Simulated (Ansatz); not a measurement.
Geometry optimisation, UHF/def2-SVP in Ansatz 0.2.0.

input.yaml

```yaml
crystal:
  periodic: [false, false, false]
  atoms:
    - { symbol: Ge, position_ang: [-0.002457, 0.010018, -0.189833] }
    - { symbol: H, position_ang: [-0.00034, -0.009843, 2.570958] }
    - { symbol: H, position_ang: [1.467809, 0.052555, -0.660216] }
    - { symbol: C, position_ang: [-0.928084, 1.668192, -0.744083] }
    - { symbol: H, position_ang: [-2.005165, 1.579436, -0.589948] }
    - { symbol: H, position_ang: [-0.563875, 2.512252, -0.15712] }
    - { symbol: H, position_ang: [-0.74589, 1.879721, -1.800284] }
    - { symbol: Ge, position_ang: [-1.130933, -2.042454, -0.969807] }
    - { symbol: H, position_ang: [-1.87526, -2.717491, 0.192956] }
    - { symbol: H, position_ang: [-2.163497, -1.730117, -2.067733] }
    - { symbol: H, position_ang: [-0.099468, -3.039453, -1.519363] }
    - { symbol: H, position_ang: [0.038961, 0.041284, 3.283074] }
magnetization:
  spin_polarized: true
  initial_magnetization: 1
basis:
  gaussian: { orbitals: def2-SVP }
hamiltonian:
  xc: hf
relax:
  f_tol: 0.03
  max_steps: 50
```

Run as:

```bash
$ ansatz run input.yaml --threads 4 --pin off --max-ram 5120MiB --backend cpu --events-out ev --progress --plain --runs-dir out
```

Problem. Where does it end, and by what steps?

Solution. It converged. After 17 steps the energy has fallen by 0.189 eV; H12 moved furthest, 1.64 Å.

| step | energy less start (eV) | largest force component (eV/Å) | accepted |
| --- | --- | --- | --- |
| 0 | 0.0000 | 1.535 | yes |
| 1 | -0.0863 | 0.160 | yes |
| 2 | -0.1253 | 0.190 | yes |
| 3 | -0.1478 | 0.044 | yes |
| 4 | -0.1587 | 0.150 | yes |
| 5 | -0.1658 | 0.134 | yes |
| 6 | -0.1688 | 0.164 | yes |
| 7 | -0.1721 | 0.109 | yes |
| 8 | -0.1754 | 0.091 | yes |
| 9 | -0.1765 | 0.119 | yes |
| 10 | -0.1789 | 0.134 | yes |
| 11 | -0.1822 | 0.125 | yes |
| 12 | -0.1824 | 0.278 | yes |
| 13 | -0.1868 | 0.074 | yes |
| 14 | -0.1878 | 0.034 | yes |
| 15 | -0.1884 | 0.033 | yes |
| 16 | -0.1887 | 0.039 | yes |
| 17 | -0.1889 | 0.018 | yes |

```xyz
12
Properties=species:S:1:pos:R:3
Ge 0.112 -0.021 -0.792
H 0.251 0.078 4.184
H 1.360 0.142 -1.683
C -0.982 1.621 -0.862
H -1.857 1.527 -0.218
H -0.396 2.478 -0.527
H -1.319 1.812 -1.883
Ge -1.128 -2.065 -1.363
H -2.272 -2.270 -0.357
H -1.737 -1.998 -2.775
H -0.188 -3.279 -1.294
H 0.149 0.179 4.917
```

Whether the end is a true minimum wasn't checked by a vibrational analysis.

Time of the run: 31 s on 4 threads of AMD EPYC 7R43 64-Core Processor (Zen 3), on a shared host, peak memory 0.44 GiB.
